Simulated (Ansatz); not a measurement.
Mulliken charges of FH₅O₂Si₂ (`O[SiH2][SiH](O)F`) from ωB97M-V/def2-TZVPP in Ansatz (PBE0-D4/def2-TZVP geometry).

| atom | x (Å) | y (Å) | z (Å) | charge (e) |
| --- | --- | --- | --- | --- |
| O1 | 0.176 | 1.939 | -0.858 | -0.389 |
| Si2 | 1.041 | 0.537 | -0.744 | 0.300 |
| Si3 | -0.334 | -1.012 | 0.368 | 0.565 |
| O4 | -1.384 | -0.002 | 1.132 | -0.392 |
| F5 | -1.134 | -1.960 | -0.647 | -0.309 |
| H6 | -0.533 | 2.035 | -0.218 | 0.192 |
| H7 | 2.295 | 0.725 | 0.040 | -0.054 |
| H8 | 1.414 | 0.103 | -2.113 | -0.030 |
| H9 | 0.297 | -1.944 | 1.340 | -0.063 |
| H10 | -2.011 | -0.358 | 1.764 | 0.179 |

Question: By hand: the dipole of these point charges (1 e Å = 4.8032 D).

Answer: Σ q r = (0.301, -0.152, 0.325) e Å, of length 0.468 e Å = 2.25 D.

Question: How does the dipole of the full density compare? (An estimate is asked.)

Answer: Ansatz gave: (-0.141, -0.098, 0.480) e Å, 2.45 D; the point charges give 0.92 times that, at 57° from its direction.

Point charges leave out the atoms' own dipoles, such as those of lone pairs, and Mulliken's split depends on the basis, so the two needn't agree.
